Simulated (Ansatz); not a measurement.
Relaxation of C₄H₅I (10 atoms, charge 0, multiplicity 1), to a largest force component of 0.02 eV/Å in at most 50 steps.

Level of theory: RKS r2SCAN-D4/def2-SVP (Ansatz).

```xyz
10
Properties=species:S:1:pos:R:3
I -2.671 -0.436 0.938
C -0.406 0.162 0.796
C 0.403 -1.012 0.338
C 0.885 -0.413 -0.802
C 0.005 0.822 -0.554
H -0.069 0.707 1.696
H 0.679 -1.971 0.815
H 1.483 -0.710 -1.634
H 0.585 1.770 -0.376
H -0.811 1.029 -1.215
```

Where does it end, and by what steps?

The forces met the threshold. After 7 steps the energy has fallen by 0.330 eV; I1 moved furthest, 0.20 Å.

```tsv
step	energy less start (eV)	largest force component (eV/Å)	accepted
0	0.0000	2.657	yes
1	-0.2774	0.822	yes
2	-0.3171	0.474	yes
3	-0.3255	0.202	yes
4	-0.3276	0.096	yes
5	-0.3291	0.062	yes
6	-0.3295	0.045	yes
7	-0.3296	0.019	yes
```

```xyz
10
Properties=species:S:1:pos:R:3
I -2.559 -0.291 1.020
C -0.411 0.116 0.768
C 0.430 -1.036 0.325
C 0.852 -0.397 -0.787
C 0.000 0.832 -0.554
H -0.136 0.618 1.707
H 0.636 -2.007 0.782
H 1.575 -0.651 -1.569
H 0.527 1.794 -0.426
H -0.831 0.971 -1.264
```

Whether the end is a true minimum wasn't checked by a vibrational analysis.

The run took 31 s on 2 threads of Arm Neoverse V2, with other jobs on the host, peak memory 0.17 GiB.
